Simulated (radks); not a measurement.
Question: The mean radii <r> (bohr) of the occupied orbitals of an atom or ion are listed with their occupations. All-electron calculation, Dirac Kohn-Sham, LB94 model potential, spin-unpolarised, spherical densities, finite nucleus; Fermi nuclear charge, rms radius of each element as measured or else 0.836 A^(1/3) + 0.57 fm. Program: a radial shooting solver on a logarithmic mesh with Libxc functionals.

orbital  occ.      <r>
1s1/2       2  0.08539
2s1/2       2   0.4103
2p1/2       2   0.3687
2p3/2       4   0.3710
3s1/2       1    1.134

Name the element and its charge. Open shells, if any, fill j = l - 1/2 first.

Answer: Z = 18, argon, charge +7: Ar7+ in [Ne] 3s1. The 1s radius gives Z: for a bare nucleus <r> = (2 gamma + 1)/(2Z) with gamma = sqrt(1 - (Z/c)^2), 0.08285 bohr for Z = 18, and screening makes it slightly larger (0.08539 here). The occupations add up to 11, and the charge is Z minus that.
